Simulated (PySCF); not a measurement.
GeF3Br, SMILES [F][Ge]([F])([F])[Br].

Coordinates come from a B3LYP-D3(BJ)/def2-SVP optimisation.

All values below come from PySCF with PBE/def2-TZVP.

Symmetry labels are those of the subgroup Cs that the program uses (full group C3v).

Computed valence orbital energies around the gap with their symmetry:
```json
[
 {"orbital": "HOMO−7", "symmetry": "A\"", "energy (eV)": "-10.67"},
 {"orbital": "HOMO−6", "symmetry": "A'", "energy (eV)": "-10.67"},
 {"orbital": "HOMO−5", "symmetry": "A'", "energy (eV)": "-10.34"},
 {"orbital": "HOMO−4", "symmetry": "A\"", "energy (eV)": "-10.34"},
 {"orbital": "HOMO−3", "symmetry": "A\"", "energy (eV)": "-10.10"},
 {"orbital": "HOMO−2", "symmetry": "A'", "energy (eV)": "-10.00"},
 {"orbital": "HOMO−1", "symmetry": "A'", "energy (eV)": "-8.47"},
 {"orbital": "HOMO", "symmetry": "A\"", "energy (eV)": "-8.47"},
 {"orbital": "LUMO", "symmetry": "A'", "energy (eV)": "-3.30"},
 {"orbital": "LUMO+1", "symmetry": "A'", "energy (eV)": "-0.20"},
 {"orbital": "LUMO+2", "symmetry": "A\"", "energy (eV)": "-0.20"},
 {"orbital": "LUMO+3", "symmetry": "A'", "energy (eV)": "0.62"}
]
```
